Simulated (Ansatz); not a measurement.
Ideal-gas functions of `OB1CC1` at 500 K and 1 bar, from an Ansatz frequency run at PBE0-D4/def2-TZVP.

Molar mass 55.87 g/mol, point group Cs (symmetry number 1), electronic degeneracy 1, moments of inertia 25.388, 82.881, 101.688 u Å². Harmonic wavenumbers (cm⁻¹, unscaled): 264, 376, 451, 671, 691, 692, 882, 944, 957, 979, 1029, 1156, 1177, 1400, 1403, 1628, 3122, 3127, 3188, 3204, 3855.

Use S(trans) = R[1.5 ln M + 2.5 ln T − 1.1517]; rotational temperatures θ = 24.2544 K / I; S(rot) = R[ln(√π/σ · √(T³/θAθBθC)) + 1.5]; for each mode x = 1.438777 ν̃/T, S = R[x/(eˣ − 1) − ln(1 − e⁻ˣ)] and H = RT x/(eˣ − 1); 1 cm⁻¹ = 0.0119627 kJ/mol; R = 8.31446 J/(mol·K).

Q: By hand: the entropy, in J/(mol·K).

A: Translation 169.8. Rotation: θ = 0.9553, 0.2926, 0.2385 K, giving 106.0. Vibration, mode by mode: 10.80, 8.05, 6.71, 4.03, 3.85, 3.84, 2.50, 2.17, 2.10, 2.00, 1.79, 1.33, 1.27, 0.76, 0.75, 0.44, 0.01, 0.01, 0.01, 0.01, 0.00, in all 52.4. Electronic 0.0. Sum 328.2 J/(mol·K).

Q: By hand: H − E and G − E in kJ/mol, counted from the electronic energy.

A: Zero-point energy ½ × 31196 × 0.0119627 = 186.6; thermal vibration 16.8; translation, rotation and pV give 4 RT = 16.6. H − E = 220.0 kJ/mol, and G − E = 220.0 − 500 × 328.2/1000 = 55.9 kJ/mol.

Vibration gives 16 % of the entropy. The sum counts one conformer and one mirror image; others add a mixing term.
